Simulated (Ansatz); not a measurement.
Mulliken charges of C2H6BBr (`BCCBr`) from r2SCAN/def2-TZVPP in Ansatz (PBE0-D4/def2-TZVP geometry).

```csv
atom,x (Å),y (Å),z (Å),charge (e)
B1,-1.156,0.851,-0.208,-0.005
C2,-0.356,-0.481,-0.133,-0.097
C3,1.066,-0.396,0.365,-0.051
Br4,2.168,0.619,-0.887,-0.160
H5,-2.193,0.891,-0.803,0.007
H6,-0.788,1.823,0.387,0.011
H7,-0.411,-1.048,-1.068,0.065
H8,-0.944,-1.086,0.584,0.042
H9,1.556,-1.364,0.456,0.095
H10,1.140,0.140,1.310,0.093
```

Task: By hand: the dipole of these point charges (1 e Å = 4.8032 D).

Result: Σ q r = (-0.197, -0.240, 0.256) e Å, of length 0.402 e Å = 1.93 D.

Task: How does the dipole of the full density compare? (An estimate is asked.)

Result: Computed: (-0.228, -0.330, 0.265) e Å, 2.31 D; the point charges give 0.84 times that, at 7° from its direction.

Point charges leave out the atoms' own dipoles, such as those of lone pairs, and Mulliken's split depends on the basis, so the two needn't agree.
